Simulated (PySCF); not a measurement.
## Deuteron quadrupole couplings in `F[C@H]1CCCCO1`

Compound: C₅H₉FO.
Geometry (PBE0-D3(BJ)/def2-SVP, Å), atoms numbered from 1 in this order:
```
atom  x, y, z in Å
F1     1.8123    1.2768    0.0494
C2     1.3304    0.2237   -0.7098
C3     0.9874   -0.9181    0.2301
C4    -0.2222   -0.5664    1.0874
C5    -1.3614   -0.0903    0.1926
C6    -0.8801    1.0291   -0.7128
O7     0.2626    0.6473   -1.4630
H8     2.1226   -0.0502   -1.4251
H9     1.8701   -1.1521    0.8440
H10    0.7718   -1.8037   -0.3904
H11   -0.5297   -1.4306    1.6962
H12    0.0558    0.2368    1.7904
H13   -1.7210   -0.9272   -0.4310
H14   -2.2190    0.2606    0.7887
H15   -1.6422    1.3073   -1.4540
H16   -0.6431    1.9292   -0.1174
```

Level: PBE0/pcSseg-1 (PySCF, non-relativistic); Q(2H) = 0.00286 b; rigid geometry, the same for H and D, with no vibrational averaging.

**Question.** Rank these positions by the coupling χzz of a deuteron there, largest first.
A. H11 (methylene hydrogen)
B. H13 (methylene hydrogen)
C. H8 (methine hydrogen)

**Answer.** A (195 kHz), B (190 kHz), C (182 kHz).

**Question.** Give the electric field gradient Vzz (the principal value of largest size), its asymmetry and the 2H coupling at each hydrogen.

**Answer.** 
```json
{"atom": "H8", "bonded to": "C2", "bond length (Å)": "1.102", "Vzz (au)": "0.2705", "η": "0.03", "χzz (kHz)": "182"}
{"atom": "H9", "bonded to": "C3", "bond length (Å)": "1.100", "Vzz (au)": "0.2881", "η": "0.03", "χzz (kHz)": "194"}
{"atom": "H10", "bonded to": "C3", "bond length (Å)": "1.103", "Vzz (au)": "0.2832", "η": "0.03", "χzz (kHz)": "190"}
{"atom": "H11", "bonded to": "C4", "bond length (Å)": "1.101", "Vzz (au)": "0.2895", "η": "0.02", "χzz (kHz)": "195"}
{"atom": "H12", "bonded to": "C4", "bond length (Å)": "1.103", "Vzz (au)": "0.2822", "η": "0.02", "χzz (kHz)": "190"}
{"atom": "H13", "bonded to": "C5", "bond length (Å)": "1.104", "Vzz (au)": "0.2823", "η": "0.02", "χzz (kHz)": "190"}
{"atom": "H14", "bonded to": "C5", "bond length (Å)": "1.102", "Vzz (au)": "0.2879", "η": "0.02", "χzz (kHz)": "193"}
{"atom": "H15", "bonded to": "C6", "bond length (Å)": "1.099", "Vzz (au)": "0.2851", "η": "0.06", "χzz (kHz)": "192"}
{"atom": "H16", "bonded to": "C6", "bond length (Å)": "1.105", "Vzz (au)": "0.2717", "η": "0.06", "χzz (kHz)": "183"}
```

One conformer (not necessarily the lowest) at the PBE0-D3(BJ)/def2-SVP geometry, without solvent, vibrations or thermal averaging. The basis is small and wasn't made for field gradients, so the couplings can be 20 % off.
